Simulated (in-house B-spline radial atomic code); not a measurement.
RPA and G0W0 for Cu⁺, [Ar] 3d10, as one setting changes: the highest l of the empty states. Start: Hartree-Fock. A dash marks a level of low quasi-particle weight. Computed with a B-spline radial code for spherical atoms: all electrons, scalar-relativistic (spin-free one-electron X2C), finite nucleus, each spin shell either full or empty, empty states to the listed l with an (l + 1/2)⁻⁴ tail; G0W0 by contour deformation at full frequency.

```tsv
highest l of the empty states	RPA summed (Eh)	RPA extrapolated (Eh)	G0W0 level (eV)
4	-1.7393	-1.9615	3d -20.097
5	?	?	?
6	-1.8845	-1.9664	3d -20.268
7	-1.9098	-1.9617	3d -20.277
8	-1.9239	-1.9572	3d -20.264
9	?	?	?
10	-1.9375	-1.9535	3d -20.254
11	-1.941	-1.9527	3d -20.251
```

What belongs in the row for 9?

RPA summed (Eh): -1.9322; RPA extrapolated (Eh): -1.9549; G0W0 level (eV): 3d -20.257.

What belongs in the row for 5?

RPA summed (Eh): -1.8368; RPA extrapolated (Eh): -1.9726; G0W0 level (eV): 3d -20.268.
